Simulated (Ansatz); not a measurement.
Reaction (ligand exchange at the In–Br bond): `[F][In]([Br])[Br]` + H–F → `[F][In]([F])[Br]` + HBr

Gas-phase electronic energies from Ansatz, PBE0-D4/def2-TZVP geometries. CCSD(T)/CBS is the MP2 limit (def2-TZVPP, def2-QZVPP) plus CCSD(T) − MP2 in def2-TZVPP, frozen cores. This one scheme is used for every species. DFT in def2-TZVPP. HSE06 is defined as in plane-wave codes. def2 core potentials past Kr. For Br, In outer-core shells are correlated without core-valence functions, which leaves a few kJ/mol of doubt a bond. Scalar relativity is left out up to krypton.

(1) Is it downhill or uphill in electronic energy at CCSD(T)/CBS, and by how much? (An estimate is asked.)

(2) What do these levels give: BLYP-D4, HSE06-D4, ωB97X-V, B2PLYP, PBE0, LC-ωPBE? (Estimate.)

Largest T1 diagnostic among the species: 0.014.

Answers

(1) Computed: Uphill: ΔE = +20.8 kcal/mol.

(2) The calculation gave: BLYP-D4 16.8, HSE06-D4 21.2, ωB97X-V 18.2, B2PLYP 18.8, PBE0 20.5, LC-ωPBE 17.3 kcal/mol.

From PBE to PBE0 (25 % exact exchange), in def2-TZVPP and without D4, ΔE moves by +2.5 kcal/mol. The D4 term adds +1.1 kcal/mol with B3LYP and +0.6 kcal/mol with PBE0; it sums over pairs of atoms, weighted by their polarisabilities, and B3LYP, whose exchange is more repulsive, gets the larger term.

B3LYP here is the variant with VWN-RPA as its local correlation; programs differ in this.
